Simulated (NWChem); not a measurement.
C3H5NO2; SMILES C(/N=C/OC)=O

```xyz
11

C     -0.5064    -2.3242     0.1077
O      0.6943    -1.5521    -0.0872
C      0.5561    -0.2357    -0.1388
N     -0.5761     0.3625    -0.0769
C     -0.5302     1.7655    -0.0575
O      0.3794     2.4492     0.3690
H     -0.1820    -3.3646     0.1114
H     -1.2114    -2.1354    -0.7055
H     -0.9764    -2.0590     1.0579
H      1.5210     0.2615    -0.2607
H     -1.4593     2.2117    -0.4533
```
Atoms are numbered in this order, from 1.

Level: B3LYP/6-31G* (spherical d) (NWChem), optimised geometry, unscaled harmonic frequencies. B3LYP is NWChem's, with the RPA form of VWN correlation.

**Question.** List the harmonic frequencies with IR intensities, and the thermochemistry.

**Answer.** 
| frequency (cm⁻¹) | IR intensity (km/mol) |
|---|---|
| 82 | 2.8 |
| 150 | 0.6 |
| 192 | 0.8 |
| 243 | 7.5 |
| 317 | 16.3 |
| 382 | 27.8 |
| 640 | 5.6 |
| 801 | 84.2 |
| 949 | 22.0 |
| 1026 | 33.1 |
| 1053 | 4.8 |
| 1123 | 218.8 |
| 1184 | 1.7 |
| 1215 | 11.3 |
| 1333 | 148.9 |
| 1397 | 36.1 |
| 1434 | 16.4 |
| 1490 | 25.0 |
| 1510 | 8.0 |
| 1521 | 11.9 |
| 1680 | 721.0 |
| 1787 | 146.1 |
| 3020 | 109.6 |
| 3081 | 24.2 |
| 3160 | 16.2 |
| 3160 | 11.3 |
| 3192 | 16.1 |

```
Quantity                                                                           Result
-----------------------------------------------------------------------  ----------------
zero-point energy                                                           53.0 kcal/mol
thermal correction to the enthalpy at 298.15 K (with zero-point energy)     57.7 kcal/mol
heat capacity Cv                                                         20.6 cal/(mol K)
entropy at 298.15 K and 1 atm (symmetry number 1)                        79.6 cal/(mol K)
dipole moment                                                                      3.19 D
```

Rigid rotor and harmonic oscillator; modes under 100 cm⁻¹ make the entropy uncertain.
